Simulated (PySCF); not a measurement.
**Br⁺ (bromine, charge +1) across methods**

[Ar] 3d10 4s2 4p3 4d1, high-spin 5D determinant (an excited configuration). Calculation: PySCF 2.14, in aug-cc-pVTZ-PP with ECP10MDF (6s5p4d2f, 55 functions); scalar relativity through the core potential.

```csv
method,E (hartree),mean ε 4s β (eV),mean ε 4p α (eV),mean ε 4d α (eV),Σ⟨r²⟩ (bohr²),⟨S²⟩
PW91,-416.0579,-31.109,-21.066,-5.816,36.84,6.000
PBE0,-415.8930,-32.256,-22.719,-6.550,36.72,6.000
M06-L,-415.9561,-30.841,-21.460,-5.722,36.64,6.001
MN15,-416.3917,-32.461,-22.967,-6.851,36.64,6.000
M06-2X,-416.1018,-32.307,-23.952,-7.136,37.11,6.002
PBE,-415.9213,-30.999,-21.013,-5.788,36.87,6.000
LDA,-415.3148,-31.588,-21.095,-5.710,37.02,6.000
r2SCAN,-415.7877,-31.164,-21.708,-5.806,36.77,6.001
```

Question: Estimate the same row for UHF.

Answer: E (hartree) = -414.65782; mean ε 4s β (eV) = -34.523; mean ε 4p α (eV) = -27.102; mean ε 4d α (eV) = -8.480; Σ⟨r²⟩ (bohr²) = 36.87; ⟨S²⟩ = 6.001.

Energies and moments cover only the electrons outside the core potential. The outer electron is Rydberg-like, and this basis confines it to a smaller radius and binds it less than a complete one would.
